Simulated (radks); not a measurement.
Task: The table gives one normalised radial function P(r) = r R(r) of C in [He] 2s2 2p2 (r in bohr). All-electron calculation, non-relativistic Kohn-Sham, PBE, spin-polarised, spherical densities, point nucleus; open shells are filled with parallel spins first; hard spherical wall at 3 bohr. Program: a radial shooting solver on a logarithmic mesh with Libxc functionals.

r           P
0.009229   0.0592
0.01008    0.0643
0.01109    0.0704
0.01221    0.0769
0.01333    0.0834
0.01468    0.0911
0.01616    0.0994
0.01764    0.1075
0.01942    0.1171
0.02138    0.1273
0.02334    0.1374
0.0257     0.1490
0.02829    0.1614
0.03089    0.1735
0.034      0.1873
0.03743    0.2018
0.04087    0.2157
0.04499    0.2313
0.04952    0.2475
0.05407    0.2626
0.05952    0.2791
0.06552    0.2957
0.07155    0.3105
0.07876    0.3262
0.08669    0.3408
0.09467    0.3529
0.1042     0.3642
0.1147     0.3731
0.1253     0.3785
0.1379     0.3808
0.1518     0.3786
0.1657     0.3720
0.1824     0.3591
0.2008     0.3394
0.2193     0.3148
0.2414     0.2803
0.2657     0.2372
0.2901     0.1899
0.3194     0.1296
0.3516     0.0606
0.3839    -0.0101
0.4226    -0.0942
0.4652    -0.1846
0.5079    -0.2714
0.5591    -0.3686
0.6155    -0.4661
0.6721    -0.5533
0.7398    -0.6431
0.8143    -0.7238
0.8892    -0.7868
0.9788    -0.8408
1.077     -0.8766
1.177     -0.8915
1.295     -0.8869
1.426     -0.8596
1.557     -0.8147
1.714     -0.7446
1.886     -0.6539
2.06      -0.5545
2.267     -0.4315
2.496     -0.2958
2.725     -0.1605
3         0.0000

Which n and l does it have? It may be an empty orbital.

Result: n = 2, l = 0: the number of nodes gives n - l - 1 = 1, the rise at small r (about r^(l+1)) gives l, and the extent must fit the shell. The curve is that of 2s up; the table hardly tells the two spins apart. 2s up: eigenvalue -6.991 eV, 1 radial node at r = 0.379 bohr, <r> = 1.37 bohr, 90 % of the charge inside 2.05 bohr.
